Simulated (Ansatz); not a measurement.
Born–Oppenheimer molecular dynamics of C4H9BO (15 atoms, charge 0, multiplicity 1). It starts from a relaxed structure.

All numbers below come from Ansatz 0.2.0, RKS LDA/STO-3G.

```json
{
  "ensemble": "NVT, Nosé–Hoover chain",
  "time step": "1 fs",
  "steps asked": "266",
  "set temperature": "50 K",
  "thermostat": "time constant 50 fs, chain length 1",
  "seed": "503081"
}
```

Frames 2 fs apart, positions in Å, forces in eV/Å.

Velocities at 180.0 fs (Å/ps):

```
C 1.27 0.00 0.90
C 0.27 1.49 -0.35
C -4.15 -1.03 -1.01
B 0.53 4.26 -0.56
C 0.23 0.53 -1.01
O 1.67 -3.51 1.08
H 10.82 0.67 0.10
H 7.04 -0.93 4.14
H 15.93 -1.01 6.62
H -1.67 7.24 -2.77
H -2.69 -3.46 -3.36
H 4.58 10.62 -2.98
H -14.80 -7.50 -4.08
H -13.63 -17.12 3.54
H -9.32 9.66 5.13
```

```xyz
15
Properties=species:S:1:pos:R:3:forces:R:3 time_fs=180.0 energy_less_start_eV=0.132 T=77
C -1.601 -1.514 0.797 0.26 0.19 -0.49
C -0.813 -0.490 0.357 0.16 0.53 0.69
C -0.715 0.872 1.085 -0.66 -0.18 0.08
B 0.145 -0.748 -0.808 -0.22 0.32 -0.40
C 1.274 0.278 -1.274 -0.91 -0.63 -0.40
O 1.329 1.536 -0.592 -0.51 0.69 0.64
H -1.624 -2.438 0.192 -0.09 -0.07 0.30
H -2.229 -1.474 1.705 0.01 0.03 -0.09
H 0.205 1.369 0.688 -0.30 0.23 -0.16
H -0.626 0.751 2.183 -0.10 -0.11 -0.16
H -1.644 1.488 0.895 0.94 -0.44 0.02
H 0.041 -1.770 -1.401 0.24 0.22 0.04
H 2.206 -0.277 -1.137 1.05 -0.65 -0.01
H 1.189 0.404 -2.387 -0.05 -0.06 0.03
H 2.155 2.000 -0.981 0.18 -0.05 -0.10
15
Properties=species:S:1:pos:R:3:forces:R:3 time_fs=182.0 energy_less_start_eV=0.132 T=75
C -1.598 -1.514 0.798 0.44 0.30 -0.51
C -0.812 -0.486 0.357 0.07 0.31 0.63
C -0.724 0.870 1.083 0.71 -0.04 -0.11
B 0.146 -0.739 -0.809 -0.27 0.48 -0.12
C 1.273 0.278 -1.277 -0.69 -0.86 -0.01
O 1.331 1.530 -0.589 -0.62 0.61 0.67
H -1.605 -2.439 0.198 -0.15 -0.15 0.26
H -2.215 -1.475 1.711 -0.05 0.01 -0.07
H 0.227 1.369 0.699 -0.99 -0.06 -0.06
H -0.632 0.763 2.175 -0.17 -0.23 0.10
H -1.633 1.475 0.888 0.35 0.02 -0.13
H 0.054 -1.746 -1.407 0.16 -0.10 -0.10
H 2.198 -0.304 -1.145 0.85 -0.41 -0.04
H 1.161 0.370 -2.381 0.03 0.18 -0.29
H 2.142 2.018 -0.974 0.32 -0.06 -0.23
15
Properties=species:S:1:pos:R:3:forces:R:3 time_fs=184.0 energy_less_start_eV=0.122 T=79
C -1.594 -1.513 0.797 0.48 0.36 -0.36
C -0.811 -0.482 0.359 0.06 0.03 0.40
C -0.731 0.868 1.081 1.42 -0.45 0.18
B 0.146 -0.729 -0.812 -0.28 0.42 0.09
C 1.270 0.275 -1.280 0.43 -1.33 0.16
O 1.332 1.525 -0.584 -0.25 0.62 0.38
H -1.591 -2.445 0.214 -0.15 -0.19 0.15
H -2.203 -1.476 1.715 -0.08 0.02 -0.05
H 0.213 1.369 0.706 -0.74 -0.01 -0.14
H -0.644 0.766 2.171 -0.18 -0.24 0.19
H -1.610 1.462 0.876 -0.60 0.62 -0.30
H 0.073 -1.726 -1.416 0.05 -0.27 -0.15
H 2.220 -0.345 -1.155 -0.31 0.40 -0.18
H 1.135 0.343 -2.386 0.15 0.33 -0.23
H 2.139 2.034 -0.974 0.01 -0.30 -0.14
15
Properties=species:S:1:pos:R:3:forces:R:3 time_fs=186.0 energy_less_start_eV=0.116 T=80
C -1.588 -1.510 0.795 0.35 0.19 -0.12
C -0.810 -0.477 0.363 0.11 -0.20 0.04
C -0.733 0.864 1.080 0.22 -0.42 0.58
B 0.144 -0.717 -0.814 -0.30 -0.05 0.06
C 1.268 0.268 -1.282 0.90 -1.15 -0.05
O 1.333 1.522 -0.579 0.03 0.46 0.06
H -1.583 -2.458 0.235 -0.10 -0.08 0.07
H -2.195 -1.475 1.717 -0.06 0.06 -0.07
H 0.173 1.369 0.708 0.28 0.35 -0.35
H -0.662 0.759 2.174 -0.16 -0.14 0.03
H -1.607 1.471 0.854 -0.46 0.37 -0.15
H 0.094 -1.716 -1.430 -0.06 -0.13 0.01
H 2.232 -0.372 -1.171 -0.82 0.78 -0.20
H 1.115 0.329 -2.398 0.26 0.38 0.15
H 2.138 2.038 -0.980 -0.19 -0.42 -0.05
15
Properties=species:S:1:pos:R:3:forces:R:3 time_fs=188.0 energy_less_start_eV=0.105 T=84
C -1.581 -1.508 0.793 0.14 -0.15 0.11
C -0.809 -0.473 0.367 0.21 -0.31 -0.34
C -0.735 0.859 1.080 -1.17 0.35 0.51
B 0.142 -0.705 -0.815 -0.33 -0.64 -0.09
C 1.269 0.258 -1.284 0.41 -0.23 -0.21
O 1.333 1.520 -0.574 -0.06 0.03 -0.09
H -1.578 -2.473 0.259 -0.03 0.11 0.00
H -2.188 -1.473 1.716 -0.03 0.10 -0.08
H 0.143 1.381 0.698 0.83 0.40 -0.31
H -0.687 0.748 2.178 -0.09 0.01 -0.11
H -1.621 1.493 0.828 0.32 -0.38 0.20
H 0.112 -1.710 -1.444 -0.18 0.10 0.22
H 2.215 -0.371 -1.195 -0.27 0.47 -0.07
H 1.105 0.329 -2.405 0.25 0.37 0.36
H 2.130 2.027 -0.988 0.02 -0.23 -0.11
15
Properties=species:S:1:pos:R:3:forces:R:3 time_fs=190.0 energy_less_start_eV=0.124 T=70
C -1.574 -1.505 0.792 -0.06 -0.39 0.31
C -0.807 -0.470 0.369 0.30 -0.33 -0.63
C -0.740 0.855 1.081 -0.78 1.26 -0.08
B 0.139 -0.696 -0.817 -0.31 -0.98 -0.14
C 1.271 0.247 -1.287 -0.64 1.00 -0.05
O 1.334 1.518 -0.568 -0.17 -0.39 -0.17
H -1.575 -2.485 0.282 0.03 0.19 -0.11
H -2.183 -1.467 1.712 -0.04 0.13 -0.03
H 0.142 1.407 0.676 0.22 -0.19 0.19
H -0.714 0.738 2.178 0.01 0.11 -0.06
H -1.623 1.501 0.808 0.46 -0.64 0.35
H 0.123 -1.701 -1.449 -0.27 0.11 0.27
H 2.190 -0.353 -1.220 0.86 -0.27 0.11
H 1.104 0.344 -2.398 0.13 0.32 0.17
H 2.123 2.008 -1.000 0.26 0.06 -0.15
15
Properties=species:S:1:pos:R:3:forces:R:3 time_fs=192.0 energy_less_start_eV=0.145 T=56
C -1.567 -1.504 0.791 -0.17 -0.36 0.47
C -0.804 -0.468 0.370 0.32 -0.28 -0.72
C -0.747 0.856 1.083 0.40 1.30 -0.40
B 0.134 -0.690 -0.819 -0.19 -0.98 -0.05
C 1.271 0.240 -1.290 -0.75 1.45 0.33
O 1.334 1.516 -0.564 0.11 -0.45 -0.38
H -1.571 -2.489 0.301 0.07 0.09 -0.24
H -2.179 -1.456 1.707 -0.05 0.13 0.03
H 0.150 1.425 0.662 -0.38 -0.67 0.61
H -0.740 0.731 2.176 0.10 0.16 0.05
H -1.611 1.486 0.802 -0.21 -0.19 0.17
H 0.123 -1.689 -1.444 -0.34 -0.14 0.12
H 2.195 -0.344 -1.242 0.98 -0.42 0.18
H 1.108 0.370 -2.386 0.01 0.24 -0.22
H 2.125 1.990 -1.017 0.10 0.11 0.03
15
Properties=species:S:1:pos:R:3:forces:R:3 time_fs=194.0 energy_less_start_eV=0.131 T=62
C -1.561 -1.504 0.792 -0.19 -0.18 0.53
C -0.800 -0.467 0.368 0.22 -0.21 -0.58
C -0.753 0.860 1.083 0.87 0.51 -0.15
B 0.129 -0.688 -0.822 0.00 -0.85 0.01
C 1.269 0.237 -1.291 0.33 1.04 0.42
O 1.334 1.512 -0.560 0.48 -0.33 -0.54
H -1.565 -2.490 0.310 0.06 0.00 -0.29
H -2.177 -1.440 1.704 -0.05 0.07 0.05
H 0.144 1.419 0.671 -0.25 -0.49 0.56
H -0.762 0.731 2.175 0.17 0.16 0.05
H -1.606 1.465 0.802 -0.87 0.37 -0.09
H 0.111 -1.683 -1.435 -0.35 -0.38 -0.06
H 2.234 -0.348 -1.256 -0.20 0.16 0.14
H 1.113 0.405 -2.382 -0.02 0.08 -0.30
H 2.131 1.977 -1.032 -0.20 0.04 0.27
15
Properties=species:S:1:pos:R:3:forces:R:3 time_fs=196.0 energy_less_start_eV=0.116 T=69
C -1.555 -1.504 0.794 -0.16 -0.06 0.43
C -0.795 -0.467 0.365 0.04 -0.12 -0.26
C -0.756 0.866 1.083 -0.33 -0.12 0.18
B 0.124 -0.689 -0.824 0.21 -0.86 -0.15
C 1.268 0.237 -1.292 0.96 0.74 0.01
O 1.336 1.507 -0.558 0.45 -0.29 -0.38
H -1.556 -2.491 0.309 0.02 0.05 -0.20
H -2.177 -1.423 1.702 -0.02 -0.03 0.03
H 0.131 1.397 0.699 0.48 0.22 0.11
H -0.777 0.736 2.177 0.17 0.12 -0.01
H -1.632 1.456 0.800 -0.39 0.24 -0.05
H 0.086 -1.690 -1.428 -0.28 -0.32 -0.10
H 2.266 -0.348 -1.265 -1.00 0.50 0.09
H 1.117 0.442 -2.388 0.01 -0.17 0.03
H 2.130 1.965 -1.038 -0.16 0.10 0.27
15
Properties=species:S:1:pos:R:3:forces:R:3 time_fs=198.0 energy_less_start_eV=0.103 T=74
C -1.550 -1.505 0.798 -0.08 0.02 0.22
C -0.790 -0.467 0.360 -0.17 -0.02 0.13
C -0.761 0.871 1.083 -1.44 -0.19 0.16
B 0.120 -0.694 -0.827 0.35 -0.98 -0.43
C 1.270 0.240 -1.292 0.53 0.76 -0.42
O 1.338 1.502 -0.556 0.11 -0.28 0.03
H -1.547 -2.490 0.300 -0.04 0.15 -0.04
H -2.178 -1.406 1.701 0.01 -0.14 -0.01
H 0.135 1.382 0.731 0.73 0.63 -0.24
H -0.786 0.746 2.178 0.10 0.02 0.00
H -1.671 1.457 0.796 0.56 -0.15 0.13
H 0.051 -1.708 -1.425 -0.15 0.01 0.00
H 2.262 -0.330 -1.270 -0.69 0.25 0.07
H 1.121 0.472 -2.393 0.01 -0.36 0.30
H 2.123 1.958 -1.034 0.15 0.28 0.10
15
Properties=species:S:1:pos:R:3:forces:R:3 time_fs=200.0 energy_less_start_eV=0.092 T=78
C -1.546 -1.505 0.802 0.02 0.18 0.01
C -0.786 -0.467 0.357 -0.32 0.09 0.45
C -0.769 0.876 1.084 -0.58 0.09 -0.11
B 0.117 -0.701 -0.832 0.41 -0.90 -0.57
C 1.274 0.245 -1.294 -0.65 0.86 -0.47
O 1.341 1.496 -0.555 -0.02 -0.02 0.33
H -1.539 -2.483 0.290 -0.09 0.12 0.07
H -2.178 -1.396 1.701 0.02 -0.21 0.00
H 0.163 1.389 0.755 -0.19 0.26 -0.17
H -0.791 0.757 2.179 0.00 -0.09 0.04
H -1.689 1.452 0.796 0.77 -0.12 0.10
H 0.010 -1.726 -1.421 0.03 0.25 0.05
H 2.234 -0.304 -1.272 0.43 -0.41 0.08
H 1.125 0.488 -2.388 -0.06 -0.38 0.14
H 2.122 1.962 -1.026 0.23 0.27 0.05
15
Properties=species:S:1:pos:R:3:forces:R:3 time_fs=202.0 energy_less_start_eV=0.113 T=63
C -1.541 -1.505 0.807 0.08 0.37 -0.11
C -0.783 -0.467 0.354 -0.36 0.18 0.60
C -0.779 0.881 1.085 1.02 -0.03 -0.04
B 0.115 -0.711 -0.838 0.40 -0.46 -0.40
C 1.275 0.253 -1.298 -1.14 0.45 -0.20
O 1.343 1.491 -0.553 0.16 0.46 0.41
H -1.535 -2.473 0.282 -0.11 -0.05 0.08
H -2.178 -1.393 1.700 0.01 -0.23 0.04
H 0.184 1.407 0.772 -1.01 -0.19 -0.08
H -0.796 0.764 2.181 -0.07 -0.15 -0.01
H -1.681 1.444 0.800 0.10 0.33 -0.14
H -0.028 -1.735 -1.417 0.17 0.21 -0.07
H 2.221 -0.292 -1.272 0.91 -0.68 0.07
H 1.127 0.490 -2.378 -0.11 -0.24 -0.32
H 2.129 1.975 -1.015 -0.06 0.02 0.17
```

Of the whole run (266 fs, mean temperature of the second half 63 K): The conserved energy stayed within 0.39 meV per atom of its start (net change 0.11 meV per atom), so the integration is sound. The mean temperature of the second half is 25 % above the set value. A run of 0.27 ps of so small a system gives no equilibrium averages. Limits of this set-up: minimal basis.

The run took 8.3 min on 1 thread of Arm Neoverse V1 (shared host), peak memory 0.085 GiB.
